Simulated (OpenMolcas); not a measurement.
## Ionisation energies of osmium

- Program: OpenMolcas 26.06
- Basis: ANO-RCC-VTZP [8s7p5d3f2g1h]
- Scalar Hamiltonian: DKH2, point nucleus
- Spin-orbit coupling: state interaction with AMFI integrals over the reference wave functions, term energies averaged over their components

Active shells in each charge state: the valence d, s shells, with orbitals averaged over the low states. Where CASPT2's correlated closed shells are named, they are those of the first ion.

A. CASSCF
B. SS-CASPT2, IPEA 0.25 Eh, imaginary shift 0.1 Eh (closed shells correlated: 5s 5p)
C. SS-CASPT2, IPEA 0.25 Eh, imaginary shift 0.1 Eh (closed shells correlated: 4f 5s 5p)
D. SS-CASPT2, IPEA 0 Eh, imaginary shift 0.1 Eh (closed shells correlated: 5s 5p)

Energies in eV between the lowest computed levels, named as in B; reference values from the NIST Atomic Spectra Database with their kind.

| From | To | A | B | C | D | Spin-orbit share in B | Reference |
| --- | --- | --- | --- | --- | --- | --- | --- |
| Os 5d6 6s2 5D4 | Os+ 5d6 6s 6D 9/2 | 6.238 | 8.593 | 8.612 | 8.690 | +0.126 | 8.438 (measured) |
| Os+ 5d6 6s 6D 9/2 | Os2+ 5d6 5D4 | 15.835 | 17.078 | 17.239 | 17.109 | +0.296 | 17.000 (semi-empirical) |

Other lowest levels: D, Os+ 5d6 6s 6D 9/2 to 5d5 6s 7S3.

Error against the reference values, in %:

```tsv
From	Reference	A	B	C	D
Os	measured	-26.1	+1.8	+2.1	+3.0
Os+	semi-empirical	-6.9	+0.5	+1.4	+0.6
```

Absolute error against the one measured value: A 2.20 eV, B 0.15 eV, C 0.17 eV, D 0.25 eV.

The lowest level within the active space need not be the ion's true ground level.
